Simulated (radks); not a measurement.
Species: the platinum ion Pt2+. Configuration: [Xe] 4f14 5d8. Method: scalar-relativistic Kohn-Sham, PBE, spin-polarised, spherical densities, point nucleus; open shells are filled with parallel spins first (spin-orbit coupling, left out, can overturn this in heavy ions); computed with a radial shooting solver on a logarithmic mesh with Libxc functionals. Some entries of the table are withheld. Estimate them.

orbital,occ.,eigenvalue (eV),<1/r> (bohr^-1)
1s down,1,-78460.29,94.02
1s up,1,-78460.29,94.02
2s up,1,-13800.51,22.03
2s down,1,-13800.37,22.03
2p up,3,-11961.10,19.66
2p down,3,-11960.99,19.66
3s up,1,-3257.700,8.165
3s down,1,-3257.651,8.165
3p up,3,-2722.152,7.465
3p down,3,-2722.096,7.465
3d up,5,-2141.995,7.031
3d down,5,-2141.897,7.031
4s up,1,-716.5712,3.493
4s down,1,-716.4392,3.493
4p up,3,-540.9748,3.157
4p down,3,-540.8530,3.157
4d up,5,-327.8806,2.826
4d down,5,-327.7395,2.826
5s up,1,-123.1944,1.417
5s down,1,-122.2276,1.421
4f up,7,-91.1532,2.389
4f down,7,-90.9392,2.391
5p up,3,-77.3895,1.201
5p down,3,-76.1780,1.205
5d up,5,(1),(2)
5d down,3,(3),(4)

Answer. 
(1) 5d up eigenvalue (eV): -26.4960
(2) 5d up <1/r> (bohr^-1): 0.8399
(3) 5d down eigenvalue (eV): -25.1356
(4) 5d down <1/r> (bohr^-1): 0.8368
